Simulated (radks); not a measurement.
Values are calculated unless marked as measured or tabulated.
Question: Ionisation of the tungsten ion W10+, [Kr] 4d10 4f14 5s2 5p2, to W11+, [Kr] 4d10 4f13 5s2 5p2, under several functionals. Scalar-relativistic Kohn-Sham, spin-polarised, spherical densities, point nucleus; open shells are filled with parallel spins first (spin-orbit coupling, left out, can overturn this in heavy ions); a radial shooting solver on a logarithmic mesh with Libxc functionals. The NIST Atomic Spectra Database gives 209 eV (semi-empirical). Rank these functionals by the error of their Delta-SCF ionisation energy: PW91; OLYP; XLYP; LDA (Slater exchange, Perdew-Zunger correlation); SOGGA; B86b exchange with PBE correlation; RPBE.

Answer: From best to worst: XLYP 210.34 eV (+1.4); RPBE 210.46 eV (+1.6); SOGGA 210.48 eV (+1.6); B86b exchange with PBE correlation 210.60 eV (+1.7); PW91 210.72 eV (+1.8); LDA (Slater exchange, Perdew-Zunger correlation) 211.07 eV (+2.2); OLYP 211.62 eV (+2.7). Open shells are spherical and high-spin; term and fine-structure splittings are not resolved. Spin-orbit splitting is averaged out at the scalar-relativistic level.
